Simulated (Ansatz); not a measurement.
System: chloro(dimethyl)borane, C2H6BCl (charge 0, singlet). SMILES: CB(C)Cl
Geometry: optimised at B3LYP-D3(BJ)/def2-TZVP (Ansatz, a quantum-chemistry and plane-wave program).

Property: vertical triplet-singlet gap (E(triplet) - E(singlet); each state is the SCF solution reached for its spin; for the triplet T1 is 0.060), in eV. Correlated levels leave the core frozen unless marked. Open shells are spin-unrestricted. Spin-orbit coupling is left out. Non-relativistic. CBS(X,Y): correlation extrapolated as X^-3; Hartree-Fock from the larger set. [CCSD(T)-MP2]/basis is that difference in the basis named.

| level | program | vertical triplet-singlet gap (eV) |
|---|---|---|
| SVWN5/def2-TZVPD | Ansatz | [?] |
| PBE/def2-TZVPD | Ansatz | 5.05 |
| r2SCAN/def2-TZVPD | Ansatz | 5.19 |
| PBE0/def2-TZVPD | Ansatz | 5.42 |
| CAM-B3LYP/def2-TZVPD | Ansatz | 5.69 |
| wB97M-V/def2-TZVPD | Ansatz | [?] |
| SCS-MP2/aug-cc-pV(T+d)Z | Ansatz | 6.44 |
| CCSD/aug-cc-pV(D+d)Z | Ansatz | 5.99 |
| CCSD/aug-cc-pV(T+d)Z | Ansatz | [?] |
| RI-MP2/CBS(aug-cc-pV(T+d)Z,aug-cc-pV(Q+d)Z)+[CCSD(T)-MP2]/aug-cc-pV(T+d)Z | Ansatz | [?] |

Question: Fill in the missing entries.

Answer: 
- SVWN5/def2-TZVPD, vertical triplet-singlet gap (eV): 5.16
- wB97M-V/def2-TZVPD, vertical triplet-singlet gap (eV): 5.86
- CCSD/aug-cc-pV(T+d)Z, vertical triplet-singlet gap (eV): 6.02
- RI-MP2/CBS(aug-cc-pV(T+d)Z,aug-cc-pV(Q+d)Z)+[CCSD(T)-MP2]/aug-cc-pV(T+d)Z, vertical triplet-singlet gap (eV): 5.98
